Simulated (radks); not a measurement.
The numbers below are computed, except where a source is named.
A nucleus of charge 50.4 with 48 electrons, configuration [Kr] 4d10 5s2. Level of theory: Dirac Kohn-Sham, PBEsol, spin-unpolarised, spherical densities, point nucleus (a radial shooting solver on a logarithmic mesh with Libxc functionals). Some entries of the table are withheld. Estimate them.

| orbital | occ. | eigenvalue (eV) | <1/r> (bohr^-1) | <r> (bohr) |
|---|---|---|---|---|
| 1s1/2 | 2 | (1) | 53.56 | (2) |
| 2s1/2 | 2 | -4487.685 | 12.43 | 0.1240 |
| 2p1/2 | 2 | -4196.542 | 12.42 | 0.1048 |
| 2p3/2 | 4 | -3957.791 | 11.55 | 0.1102 |
| 3s1/2 | 2 | -889.2559 | 4.399 | 0.3357 |
| 3p1/2 | 2 | -770.6807 | 4.308 | 0.3264 |
| 3p3/2 | 4 | -726.9011 | 4.095 | 0.3376 |
| 3d3/2 | 4 | -517.2318 | 3.943 | 0.3089 |
| 3d5/2 | 6 | -508.1659 | 3.888 | 0.3124 |
| 4s1/2 | 2 | -161.5930 | (3) | 0.8072 |
| 4p1/2 | 2 | -121.8747 | (4) | 0.8518 |
| 4p3/2 | 4 | -113.8768 | (5) | 0.8813 |
| 4d3/2 | 4 | -51.4130 | 1.266 | (6) |
| 4d5/2 | 6 | -50.2803 | 1.248 | (7) |
| 5s1/2 | 2 | (8) | 0.6097 | 2.125 |

Answer. 
(1) 1s1/2 eigenvalue (eV): -29514.34
(2) 1s1/2 <r> (bohr): 0.02881
(3) 4s1/2 <1/r> (bohr^-1): 1.733
(4) 4p1/2 <1/r> (bohr^-1): 1.617
(5) 4p3/2 <1/r> (bohr^-1): 1.548
(6) 4d3/2 <r> (bohr): 1.054
(7) 4d5/2 <r> (bohr): 1.067
(8) 5s1/2 eigenvalue (eV): -31.0928
